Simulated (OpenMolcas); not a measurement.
A run on Zr II.

| Quantity | Value |
| --- | --- |
| Program | OpenMolcas |
| Method | SS-CASPT2, IPEA 0.4 Eh, no level shift (closed shells correlated: 3d 4s 4p) |
| Basis | ANO-RCC-VTZP [7s6p4d2f1g] |
| Scalar Hamiltonian | DKH2, point nucleus |
| Active space | 3 electrons in 5 orbitals (4d) |
| State averaging | 2S+1 = 4 even, 10 roots; 2S+1 = 2 even, 28 roots kept (CI in the orbitals of an earlier block) |
| Spin-orbit coupling | state interaction with AMFI integrals over the reference wave functions, term energies averaged over their components |

First CASPT2 step and the start of its output:

```
&CASPT2
Multistate=10 1 2 3 4 5 6 7 8 9 10
Frozen=3 6
IPEA=0.4
MaxIter=60
WThr=0.0 0.3 0.05
PrWF=0.5
NoMix
```

```
--- CASPT2 ---
Orbital specifications:
      -----------------------

      Symmetry species                           1   2
                                                ag  au
      Frozen orbitals                            3   6
      Inactive orbitals                          6   3
      Active orbitals                            5   0
      Secondary orbitals                        22  23
      Deleted orbitals                           0   0
      Number of basis functions                 36  32
Type of calculation                        MS-CASPT2
      Fock operator                              state-specific
      IPEA shift                                 0.40
      Real shift                                 0.00
      Imaginary shift                            0.00
      The input orbitals will be transformed to quasi-canonical
Reference energy:       -3595.5989936085
      E2 (Non-variational):      -0.3301804123
      E2 (Variational):          -0.3301803352
      Total energy:           -3595.9291739437
      Residual norm:              0.0000009341
      Reference weight:           0.93412
      Contributions to the CASPT2 correlation energy
      Active & Virtual Only:         -0.0171298729
      One Inactive Excited:          -0.1122745546
      Two Inactive Excited:          -0.2007759849
Reference energy:       -3595.5989936085
      E2 (Non-variational):      -0.3305526750
      E2 (Variational):          -0.3305527022
      Total energy:           -3595.9295463107
      Residual norm:              0.0000005726
      Reference weight:           0.93361
      Contributions to the CASPT2 correlation energy
      Active & Virtual Only:         -0.0175012796
      One Inactive Excited:          -0.1122605345
...
```

Over all roots the printed reference weights run from 0.10 to 0.93, and roots that are degenerate in the reference spread by up to 5900 cm-1.

Question: Did the run give usable levels, and if not, why?

Answer: No. The equations converged, but the reference weight falls to 0.10 for at least one root against 0.93 for the best. A drop of that size marks an intruder state, so the energies of such roots and the levels built on them can't be trusted.
